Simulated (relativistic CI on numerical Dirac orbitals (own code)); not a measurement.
# d5 in a ligand field

Computed with a parametric ligand-field model of a d^n configuration (Racah B and C, spin-orbit zeta, crystal field), exact diagonalisation.

Field parameters in Wybourne normalisation: Oh B⁴₀ = 21Dq, B⁴₄ = √(5/14) B⁴₀. The field is a parameter set, without covalency.

B = 620 cm⁻¹, C = 3000 cm⁻¹ (C/B = 4.84), Oh, no spin-orbit coupling. Tanabe-Sugano data, E/B above the lowest term (Δ = |10Dq|; b, c mark the second and third term of a kind):

```tsv
Δ/B	6A1	4T1	4T2	4T1(b)	2T2	2A2
1.0	0.00	34.07	34.17	40.99	49.55	49.62
3.0	0.00	33.18	34.01	41.80	48.28	48.94
5.0	0.00	31.78	33.67	43.04	45.90	47.77
7.0	0.00	30.15	33.11	44.41	42.86	46.31
9.0	0.00	28.41	32.30	45.78	39.50	44.68
11.0	0.00	26.59	31.26	47.07	35.98	42.95
13.0	0.00	24.73	30.00	48.21	32.36	41.15
15.0	0.00	22.85	28.56	49.17	28.68	39.31
17.0	0.00	20.94	27.00	49.94	24.95	37.43
19.0	0.00	19.02	25.35	50.54	21.19	35.54
21.0	0.00	17.09	23.63	50.99	17.40	33.62
23.0	0.00	15.15	21.86	51.33	13.59	31.69
25.0	0.00	13.20	20.05	51.59	9.76	29.75
27.0	0.00	11.24	18.21	51.80	5.92	27.81
29.0	0.00	9.28	16.34	51.95	2.06	25.85
31.0	1.81	9.13	16.26	53.89	0.00	25.70
33.0	5.68	11.04	18.25	57.87	0.00	27.62
35.0	9.57	12.96	20.22	61.84	0.00	29.54
37.0	13.47	14.88	22.20	65.80	0.00	31.46
39.0	17.37	16.81	24.17	69.76	0.00	33.39
41.0	21.28	18.74	26.15	73.72	0.00	35.32
43.0	25.20	20.68	28.12	77.68	0.00	37.26
45.0	29.12	22.62	30.09	81.63	0.00	39.20
47.0	33.04	24.56	32.06	85.59	0.00	41.15
```

The ground term changes from 6A1 to 2T2 between Δ/B = 29.0 and 31.0.
